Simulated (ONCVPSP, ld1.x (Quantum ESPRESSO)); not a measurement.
## Potentials for Li compared

Generated with ld1.x 7.5 (TM, RRKJ, ultrasoft, PAW), atompaw 4.2 or ONCVPSP 4.0.1. The cutoff is in Ry: for ld1.x and atompaw files where the sum of valence levels is converged to 10 mRy in a Bessel basis, for ONCV files where the hardest occupied wave has 1 mHa per electron of residual kinetic energy. The error is the largest all-electron minus pseudo excitation energy over each file’s own four to seven test configurations (ionisations up to +4, promotions, holes and added fractions of an electron), all of which were solved. The labels leave out finer settings (local radius, basis sizes, second energies), which also bear on the numbers. Spin-polarised tests are not counted. The rows are a selection from randomly drawn settings: files with unsolved tests, undetermined cutoffs or missed reference levels are left out.

```tsv
potential	cutoff (Ry)	largest error (meV)	bound ghosts
ONCV, PBEsol, scalar-relativistic, rc 1.05/0.90/0.90 (spd), local d, core correction no, reference 1s2 2s1, qcut 11.2/10.5/9.7, projectors 2/2/0	101	+501	none
ONCV, LDA (Perdew-Zunger), scalar-relativistic, rc 3.15/4.00/3.90 (spd), local smoothed, core correction yes, reference 2s0.75 2p0.25, qcut 1.6/2.2/2.4, projectors 2/1/2	3	-7.4	none
ONCV, PBE, scalar-relativistic, rc 1.35/1.20 (sp), local p, core correction no, reference 1s2 2s1, qcut 9.4/7.8, projectors 2/0	59	+1459	none
ONCV, PBE, non-relativistic, rc 1.30/1.30/1.20 (spd), local smoothed, core correction no, reference 1s2 2s1, qcut 10.7/6.4/8.1, projectors 3/1/2	72	+1116	none
ONCV, LDA (Perdew-Wang 92), scalar-relativistic, rc 1.20/0.88/1.30 (spd), local smoothed, core correction no, reference 1s2 2s1, qcut 7.5/9.2/6.8, projectors 3/2/1	55	+1401	none
```

Q: Fill in the row for Li: TM, PBE, non-relativistic, rc 2.50/4.20/4.55 (spd), local smoothed, core correction no, reference 2s0.75 2p0.25.

A: cutoff 6 Ry, largest error +4.7 meV, bound ghosts: none.
